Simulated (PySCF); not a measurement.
Worked example: oscillator strength and radiative lifetime

Mg(Me)(Et) (C3H8Mg), SMILES C[CH2][Mg][CH3].

Geometry optimised at B3LYP-D3(BJ)/def2-SVP. The structure was generated by enumeration; whether it is a known compound was not checked. Other conformers were not sampled.

TDDFT-B3LYP/def2-SVPD (PySCF) puts the first singlet state with f over 0.02 at 4.78 eV (vertical), with the transition dipole (0.681, -0.982, -0.919) in atomic units.

Find the oscillator strength, the wavelength and the radiative lifetime that this transition would have in vacuum if emission retraced absorption.


|μ|² = 2.2726 au, so |μ| = 3.83 D. ΔE = 4.78/27.211 = 0.1757 hartree. f = (2/3) ΔE |μ|² = 0.266 (the program prints 0.266).
λ = 1239.84/4.78 = 259 nm; ν = 38553 cm⁻¹.
Einstein's coefficient A = 0.6670 ν² f s⁻¹ (ν in cm⁻¹) = 2.6e8 s⁻¹, so τ = 1/A = 3.8 ns. This state is S3; the lower singlets have f = 0.002, 0.002. The figure is the radiative limit of this one transition; relaxation, internal conversion, crossing to triplets and a medium change what is measured.
